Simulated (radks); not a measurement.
Results of a calculation; reference values are marked as such.
Task: These are the eigenvalues of the occupied orbitals of an atom or ion with whole-number occupations (eV). Code: a radial shooting solver on a logarithmic mesh with Libxc functionals. Model: scalar-relativistic Kohn-Sham, PBEsol, spin-polarised, spherical densities, finite nucleus; Fermi nuclear charge, rms radius of each element as measured or else 0.836 A^(1/3) + 0.57 fm.

1s up: -46656.36
1s down: -46656.35
2s up: -7627.872
2s down: -7627.827
2p up: -6806.337
2p down: -6806.305
3s up: -1674.788
3s down: -1672.902
3p up: -1417.905
3p down: -1416.030
3d up: -1069.539
3d down: -1068.088
4s up: -337.6828
4s down: -333.0545
4p up: -253.2715
4p down: -248.6407
4d up: -134.8246
4d down: -130.1967
5s up: -49.0898
5s down: -46.3153
5p up: -28.8281
5p down: -26.6666
4f up: -8.5679
6s up: -7.5973
6f up: -0.3891

Which element is it, and in what charge state? The configuration may be excited. Open shells, if any, are filled with parallel spins first.

Result: Z = 62, samarium, charge 0: Sm in [Xe] 4f6 6s1 6f1. The list shows which subshells hold electrons but not how many an open one holds; the 1s level, -1714.6 hartree, gives Z - s = 58.6 by -(Z - s)^2/2, which with screening and relativity narrows Z to a few neighbours, and the depths of the outer levels then fix element, charge and occupations together.
